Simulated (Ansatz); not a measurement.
Species: sum formula H2BOF2, net charge 1, singlet state. It need not be the lowest isomer of its formula. 
Geometry from a B3LYP-D3(BJ)/def2-TZVP (Ansatz, a program for electronic structure) optimisation:
SMILES: [OH2+]B(F)F
```xyz
6

B     -0.1816     0.0437    -0.0352
F     -0.3939     1.2911    -0.2409
F     -0.9778    -0.9610    -0.0246
O      1.2247    -0.2948     0.2371
H      1.9339     0.3784     0.2582
H      1.5221    -1.2101     0.4108
```
Charge +1, spin multiplicity 1.

Basis-set convergence of Hartree-Fock and CCSD(T) correlation energies (hartree) with Ansatz. Valence correlation only, unless marked. Spin-orbit coupling is left out. Non-relativistic.

```csv
basis,functions,E(HF),"E(corr, CCSD(T))"
cc-pVDZ,-,-299.46576,-0.66468
cc-pVTZ,148,-299.58105,-0.86010
cc-pVQZ,280,-299.60547,-0.92884
```

Extrapolating the two largest sets (X = 3 and 4) as X^-3: E(corr) = (64·(-0.92884) - 27·(-0.86010))/37 = -0.9790 Eh, an estimate of the basis-set limit. The largest set recovers 94.9 % of it, the smallest 67.9 %.
